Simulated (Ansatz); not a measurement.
## Energy profile

The step: GeH₄ + H₂O → GeH₄O ([OH][GeH3]) + H₂; bonds formed: Ge1–O7, H2–H6; bonds broken: Ge1–H2, H6–O7 (atoms numbered as in the saddle structure below).

Ge1  (-0.023, 0.400, 0.625)
H2  (-0.936, 0.619, -1.040)
H3  (0.963, -0.358, 1.562)
H4  (-1.416, 0.198, 1.243)
H5  (0.462, 1.850, 0.535)
H6  (-0.261, -0.203, -1.293)
O7  (0.648, -0.775, -0.875)
H8  (0.563, -1.730, -0.757)
(Å)

Electronic energies by CCSD(T) at an estimated basis limit (MP2 extrapolated from triple and quadruple zeta, plus CCSD(T) − MP2 in triple zeta), on PBE0-D4/def2-TZVP structures; GeH6O, closed shell; no counterpoise correction. Ansatz 0.2.0; basis: def2-TZVPP and def2-QZVPP; cores frozen in the correlated methods. Filled d shells of the heavier atoms are correlated. The def2 sets are not built for correlating such inner shells, so the correlated values are less sure here. Extrapolation: Hartree–Fock as exp(−7.88 √X), correlation as X^−2.97.

Q: Give the profile in eV, counted from the separated reactants. (To be estimated.)

A: The calculation gives:
```tsv
point	eV
separated: GeH4 (Ge1, H2, H3, H4, H5; singlet) + H2O (H6, O7, H8; singlet)	0.000
start structure	-0.058
saddle	2.179
end structure	0.015
separated: GeH4O (linked as [OH][GeH3]; Ge1, H3, H4, H5, O7, H8; singlet) + H2 (H2, H6; singlet)	0.045
```

No T1 diagnostic of these runs exceeds 0.014.

For scale, one of the runs: CCSD(T)/def2-TZVPP, 163 basis functions (an equivalent command: `ansatz run in.yaml --threads 2`). Time: 20 s of wall clock on 2 CPU threads; the host was shared. Peak host memory: 1.3 GiB.
